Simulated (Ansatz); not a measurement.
Correlation energies of `O[SiH2][SiH2]F` by basis set

Z-matrix (Å, degrees):
```
Si
Si 1 2.352
O 1 1.651 2 113.4
H 1 1.483 2 111.0 3 -118.8
H 1 1.494 2 106.2 3 123.1
F 2 1.607 1 111.2 3 64.2
H 2 1.488 1 110.7 3 -175.9
H 2 1.490 1 111.2 3 -55.3
H 3 0.958 1 118.1 2 56.1
```

Charge 0, multiplicity 1. The structure was optimised at the PBE0-D4/def2-TZVP level. It is one conformer, not always the lowest. Frozen core, restricted reference, Ansatz. CBS rows extrapolate triple and quadruple zeta; past MP2 they add the triple-zeta difference.

| basis | HF (Eh) | MP2 corr. |
| --- | --- | --- |
| def2-TZVPP | -755.28406 | -0.73629 |
| def2-QZVPP | -755.31136 | -0.80009 |

(1) Estimate the CCSD correlation energy and the (T) correction in each basis where they were run (hartree).

## Answers

(1) 
```tsv
basis	CCSD corr.	(T)
def2-TZVPP	-0.77407	-0.02423
CBS(def2)	-0.88512	as TZ
```
